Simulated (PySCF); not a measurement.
## Dipole moment and polarisability of ZnMe(tBu)

Species: ZnMe(tBu), C5H12Zn (singlet state).
Structure used (PBE0-D3(BJ)/def2-SVP), in Å, numbered top down from 1:
```xyz
18
C5H12Zn angstrom
Zn     0.005   -0.003    1.347
C      0.002   -0.028    3.298
H     -1.022    0.067    3.696
H      0.594    0.804    3.713
H      0.424   -0.966    3.694
C     -0.001    0.011   -0.633
C      1.414   -0.242   -1.150
C     -0.495    1.366   -1.137
C     -0.933   -1.091   -1.137
H      1.430   -0.252   -2.259
H      2.125    0.538   -0.828
H      1.816   -1.214   -0.817
H      0.149    2.198   -0.805
H     -1.523    1.589   -0.805
H     -0.503    1.392   -2.246
H     -1.973   -0.949   -0.798
H     -0.612   -2.094   -0.809
H     -0.955   -1.108   -2.246
```

Level: PBE0/def2-SVPD (PySCF), static field, nuclei fixed, core orbitals frozen in the response. The polarisability tensor in these axes (au):

```
x    80.22   0.01   0.01
y     0.01  80.22  -0.24
z     0.01  -0.24 112.26
```

Task: Diagonalise the tensor; give its mean and Δα, where Δα² is half the sum of the squared differences of the eigenvalues.

Result: Principal values 80.21, 80.23 and 112.26 au; mean 90.90 au = 13.47 Å³ = 14.99 × 10⁻⁴⁰ C²·m²/J; Δα = 32.04 au (35 % of the mean).

Task: What is the dipole moment?

Result: 0.14 D at this geometry.

Task: Form Σ f/ω² (atomic units) for the 15 lowest TDDFT singlets, given as eV and f, and set it beside the mean polarisability, which is this sum over all singlets: 5.10, 0.0052; 5.10, 0.0053; 5.51, 0.1491; 6.49, 0.2167; 7.21, 0.0128; 7.34, 0.0913; 7.35, 0.0912; 7.49, 0.0840; 7.49, 0.0471; 7.50, 0.1373; 7.92, 0.0028; 7.93, 0.0026; 7.97, 0.0005; 7.97, 0.0004; 7.97, 0.0001.

Result: They add up to 14.04 au, 15.4 % of the 90.90 au; the largest single term is 3.80 au, from the state at 6.49 eV. Terms in order: 0.15, 0.15, 3.64, 3.80, 0.18, 1.25, 1.25, 1.11, 0.62, 1.81, 0.03, 0.03, 0.01, 0.01, 0.00 au. Higher excitations give the rest. The strengths listed sum to 0.846.

Task: Refractivity n − 1 of an ideal gas of it at 500 K and 1 atm, from the electronic α?

Result: N = p/kT = 1.4678 × 10¹⁹ cm⁻³, so n − 1 = 2π × N × 13.47 × 10⁻²⁴ cm³ = 1242 × 10⁻⁶ at long wavelengths.

Task: Estimate the molar refractivity from the static electronic polarisability.

Result: Lorentz–Lorenz: R = (4π/3)N_A α = 2.5225 cm³/(mol·Å³) × 13.47 Å³ = 34.0 cm³/mol, in the limit of long wavelengths.

Isolated species at its PBE0-D3(BJ)/def2-SVP geometry, gas phase.

These values come from a run that also computed excited states. Time: 77 s (with the writing of density and orbital grids); peak memory 0.99 GiB. Hardware: one thread of an Arm Neoverse V1, no GPU, shared host with 32 logical CPUs at a one-minute load of 16.
